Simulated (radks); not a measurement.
Question: Radial electron density D(r) = 4 pi r^2 rho(r) of an atom or ion with 42 electrons. Calculated with a radial shooting solver on a logarithmic mesh with Libxc functionals: non-relativistic Kohn-Sham, SCAN, spin-unpolarised, spherical densities, point nucleus; meta-GGA in the generalised Kohn-Sham scheme.

| r (bohr) | D(r) (e/bohr) |
|---|---|
| 0.001707 | 1.876 |
| 0.002241 | 3.084 |
| 0.002918 | 4.927 |
| 0.003799 | 7.731 |
| 0.004987 | 12.00 |
| 0.006493 | 17.83 |
| 0.008523 | 25.72 |
| 0.0111 | 34.83 |
| 0.01457 | 44.45 |
| 0.01897 | 51.80 |
| 0.0247 | 54.76 |
| 0.03242 | 52.40 |
| 0.04221 | 47.95 |
| 0.05541 | 48.00 |
| 0.07215 | 56.47 |
| 0.0947 | 67.29 |
| 0.1233 | 66.61 |
| 0.1606 | 53.43 |
| 0.2108 | 45.03 |
| 0.2744 | 51.12 |
| 0.3602 | 52.20 |
| 0.4691 | 34.59 |
| 0.6157 | 16.44 |
| 0.8017 | 13.28 |
| 1.044 | 13.98 |
| 1.37 | 9.656 |
| 1.784 | 4.411 |
| 2.342 | 1.413 |
| 3.05 | 0.3390 |
| 4.003 | 0.04722 |
| 5.212 | 0.003376 |

What is the nuclear charge?

Answer: Z = 44. The innermost maximum, from 1s, lies near 1/Z = 0.0227 bohr (found: 0.0249), and its height grows with Z. The density is that of the ruthenium ion Ru2+ in [Kr] 4d6; the configuration itself is not fixed sharply by these data, and Z only to a few units. D(r) has 4 maxima, at r = 0.0249, 0.107, 0.322, 0.971 bohr, and minima at 0.0488, 0.211, 0.752 bohr, inside which lie 2.04, 11.23, 29.06 electrons.
